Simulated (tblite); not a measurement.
Species: C6H10FNSi.
Numbering: `[N:1]#[C:2][CH2:3]/[CH:4]=[CH:5]\[CH2:6][SiH2:7][CH2:8][F:9]` (hydrogens: H10, H11 on C3; H12 on C4; H13 on C5; H14, H15 on C6; H16, H17 on Si7; H18, H19 on C8)

Computed with GFN2-xTB (tblite), gas phase: L-BFGS steps from a force-field or distance-geometry start until the largest atomic force falls under 0.01 eV/Å.

Step 47: E = -741.5181 eV
```
atom  x, y, z in Å  |  force x, y, z in eV/Å
N1     -2.1198    2.8030   -0.7428    0.028  -0.032  -0.005
C2     -2.0692    1.7271   -0.3591   -0.002   0.026  -0.007
C3     -1.9986    0.3608    0.0961   -0.001  -0.005  -0.004
C4     -1.3740   -0.4982   -0.9717    0.000   0.009  -0.001
C5     -0.3417   -1.3146   -0.8133    0.023  -0.008  -0.001
C6      0.4359   -1.5668    0.4344   -0.030  -0.014  -0.019
Si7     2.0385   -0.5218    0.4514   -0.014   0.012  -0.009
C8      1.5106    1.3138    0.6252    0.007   0.023   0.004
F9      0.7306    1.4589    1.7599    0.003   0.002   0.005
H10    -3.0217    0.0255    0.3022   -0.005  -0.013   0.000
H11    -1.4275    0.3410    1.0257    0.002  -0.002   0.005
H12    -1.8388   -0.4075   -1.9454    0.007  -0.010   0.021
H13     0.0198   -1.8576   -1.6776   -0.044   0.002   0.002
H14    -0.1556   -1.3482    1.3237    0.009   0.008  -0.007
H15     0.7018   -2.6232    0.4787   -0.001  -0.002  -0.004
H16     2.7685   -0.6536   -0.8100    0.019   0.006  -0.014
H17     2.8619   -0.8919    1.6033    0.001  -0.005   0.018
H18     0.9062    1.6789   -0.2098    0.004  -0.013   0.011
H19     2.3632    1.9836    0.7511   -0.007   0.019   0.005
```

Step 48: E = -741.5184 eV
```
atom  x, y, z in Å  |  force x, y, z in eV/Å
N1     -2.1171    2.8032   -0.7445    0.028  -0.050   0.005
C2     -2.0685    1.7278   -0.3587   -0.007   0.038  -0.020
C3     -1.9994    0.3615    0.0966    0.010  -0.012  -0.011
C4     -1.3740   -0.4981   -0.9706   -0.006   0.007  -0.014
C5     -0.3426   -1.3159   -0.8135    0.034  -0.009   0.005
C6      0.4370   -1.5670    0.4338   -0.044  -0.019  -0.031
Si7     2.0390   -0.5214    0.4506   -0.019   0.017  -0.009
C8      1.5106    1.3139    0.6259    0.005   0.031  -0.003
F9      0.7309    1.4581    1.7612    0.010   0.002  -0.002
H10    -3.0225    0.0249    0.3017    0.000  -0.004   0.001
H11    -1.4284    0.3417    1.0260    0.003  -0.004   0.014
H12    -1.8386   -0.4078   -1.9444    0.001  -0.009   0.021
H13     0.0162   -1.8606   -1.6788   -0.046   0.016   0.023
H14    -0.1542   -1.3477    1.3236    0.015   0.001  -0.016
H15     0.7031   -2.6235    0.4775   -0.002   0.002   0.002
H16     2.7707   -0.6515   -0.8098    0.019   0.004  -0.016
H17     2.8597   -0.8914    1.6037    0.009  -0.008   0.024
H18     0.9053    1.6784   -0.2090    0.008  -0.013   0.019
H19     2.3631    1.9848    0.7509   -0.018   0.010   0.007
```

Q: Estimate the geometry and energy of step 49. (The exact step hangs on the optimiser's Hessian estimate; all steps are aligned on step 48, rigid shifts and turns removed.)

A: E = -741.5187 eV, largest force 0.063 eV/Å
```
atom  x, y, z in Å  |  force x, y, z in eV/Å
N1     -2.1120    2.8034   -0.7473    0.027  -0.055   0.013
C2     -2.0666    1.7288   -0.3585   -0.010   0.035  -0.032
C3     -1.9998    0.3624    0.0971    0.019  -0.014  -0.013
C4     -1.3734   -0.4979   -0.9691   -0.012   0.003  -0.022
C5     -0.3438   -1.3182   -0.8137    0.032  -0.004   0.009
C6      0.4380   -1.5682    0.4325   -0.041  -0.016  -0.035
Si7     2.0391   -0.5206    0.4490   -0.015   0.017  -0.005
C8      1.5097    1.3143    0.6271    0.002   0.031  -0.008
F9      0.7316    1.4564    1.7639    0.016   0.004  -0.009
H10    -3.0231    0.0249    0.3009    0.009   0.005   0.000
H11    -1.4292    0.3433    1.0267    0.003  -0.009   0.023
H12    -1.8379   -0.4079   -1.9428   -0.009  -0.007   0.013
H13     0.0104   -1.8655   -1.6797   -0.042   0.027   0.037
H14    -0.1516   -1.3475    1.3233    0.016  -0.008  -0.024
H15     0.7050   -2.6245    0.4756   -0.003   0.004   0.009
H16     2.7739   -0.6477   -0.8102    0.013   0.002  -0.011
H17     2.8565   -0.8906    1.6045    0.013  -0.009   0.022
H18     0.9020    1.6773   -0.2069    0.009  -0.009   0.023
H19     2.3613    1.9871    0.7499   -0.027   0.002   0.010
```

The energy changes by -0.0004 eV. The first-order estimate −F·Δx gives -0.0005 eV and the mean of the old and new forces, exact on a quadratic surface, -0.0004 eV. The step makes an angle of 75° with the force vector and moves no atom by more than 0.008 Å.

The cost below is that of the whole relaxation. On AMD EPYC 9B45, one thread, on a shared host, this took 0.68 s wall.
